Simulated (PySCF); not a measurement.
C4H4N2Si.
SMILES with atom numbers: `[N:1]#[C:2][C:3]#[C:4]/[CH:5]=[N:6]/[SiH3:7]` (hydrogens: H8 on C5; H9, H10, H11 on Si7)

Computed by this run: PBE0-D3(BJ)/def2-SVP geometry optimisation, gas phase (PySCF); density fitting, grid level 1; the optimiser is geomeTRIC in internal coordinates, started from a GFN2-xTB structure with every atom displaced at random (about 0.01 Å).

Step 0: E = -15047.7373 eV
```
atom  x, y, z in Å  |  force x, y, z in eV/Å
N1      4.9869    1.4043   -0.1164   -0.356  -0.113   0.030
C2      3.9230    0.9371   -0.0342    0.570   0.213  -0.069
C3      2.6822    0.3590    0.0656    5.756   2.748  -0.485
C4      1.6465   -0.1600    0.1714   -6.137  -2.773   0.431
C5      0.3477   -0.7871    0.2845    0.501   0.500  -0.012
N6     -0.7058   -0.1974   -0.0767    1.135   0.229  -0.057
Si7    -2.3562   -0.6367   -0.0789   -0.455   0.159   0.382
H8      0.4055   -1.7829    0.7283   -0.182  -0.642   0.207
H9     -2.9670    0.4200    0.7579   -0.342   0.086   0.020
H10    -2.6886   -1.9656    0.4692   -0.066  -0.438   0.159
H11    -2.7171   -0.5561   -1.4863   -0.426   0.032  -0.606
```

Step 1: E = -15047.9885 eV
```
atom  x, y, z in Å  |  force x, y, z in eV/Å
N1      4.9852    1.4968   -0.1564    0.446   0.168  -0.043
C2      3.9789    0.9324   -0.0407   -0.264  -0.070   0.029
C3      2.7711    0.3030    0.0919   -1.118  -0.549   0.110
C4      1.6633   -0.2180    0.1967    1.129   0.484  -0.071
C5      0.3613   -0.8043    0.3132   -0.213  -0.154  -0.005
N6     -0.6566   -0.1633   -0.0817   -0.044   0.179  -0.032
Si7    -2.3525   -0.5984   -0.0838   -0.098  -0.144  -0.047
H8      0.3389   -1.8274    0.7549   -0.003   0.103  -0.033
H9     -3.1001    0.4106    0.7179    0.088   0.011   0.050
H10    -2.5995   -1.9721    0.4676   -0.003   0.006   0.004
H11    -2.8331   -0.5246   -1.4954    0.079  -0.033   0.038
```

Step 2: E = -15047.9982 eV
```
atom  x, y, z in Å  |  force x, y, z in eV/Å
N1      5.0876    1.3754   -0.0875   -0.027  -0.061   0.010
C2      4.0365    0.8834   -0.0058    0.055   0.048   0.006
C3      2.7858    0.3257    0.0878   -0.195  -0.108   0.023
C4      1.6596   -0.1382    0.1596   -0.056   0.385  -0.192
C5      0.3312   -0.6815    0.2446   -0.205  -0.532   0.258
N6     -0.7206   -0.0858   -0.1315    0.358   0.410  -0.141
Si7    -2.3792   -0.6411   -0.0711   -0.062  -0.058  -0.001
H8      0.3109   -1.6983    0.6928    0.077  -0.065   0.016
H9     -3.1423    0.3340    0.7564    0.019  -0.001   0.019
H10    -2.5142   -2.0195    0.5061    0.020   0.002   0.002
H11    -2.8985   -0.6194   -1.4671    0.016  -0.019   0.000
```

**Question.** Estimate the geometry and energy of step 3. (The exact step hangs on the optimiser's Hessian estimate; all steps are aligned on step 2, rigid shifts and turns removed.)

**Answer.** E = -15048.0158 eV, largest force 0.610 eV/Å
```
atom  x, y, z in Å  |  force x, y, z in eV/Å
N1      5.0766    1.3564   -0.0841   -0.322  -0.165   0.031
C2      4.0118    0.8881   -0.0076    0.216   0.117  -0.020
C3      2.7521    0.3423    0.0815    0.566   0.227  -0.032
C4      1.6346   -0.1246    0.1541   -0.490  -0.212   0.017
C5      0.3207   -0.7042    0.2527    0.133  -0.005   0.063
N6     -0.7065   -0.0752   -0.1338    0.067   0.121  -0.071
Si7    -2.3634   -0.6362   -0.0742   -0.114  -0.022   0.045
H8      0.3045   -1.7220    0.6965    0.011  -0.039   0.000
H9     -3.1086    0.3439    0.7628   -0.044  -0.013  -0.007
H10    -2.4919   -2.0131    0.5076    0.019  -0.001  -0.002
H11    -2.8730   -0.6205   -1.4712   -0.040  -0.007  -0.025
```

The energy changes by -0.0176 eV. The first-order estimate −F·Δx gives -0.0402 eV and the mean of the old and new forces, exact on a quadratic surface, -0.0173 eV. The step makes an angle of 63° with the force vector and moves no atom by more than 0.038 Å.

What follows is the cost of the whole optimisation. Hardware: Arm Neoverse V1, one thread, no GPU, shared host with 32 logical CPUs at a one-minute load of 50. Cost: 48 s wall, 0.48 GiB resident at most.
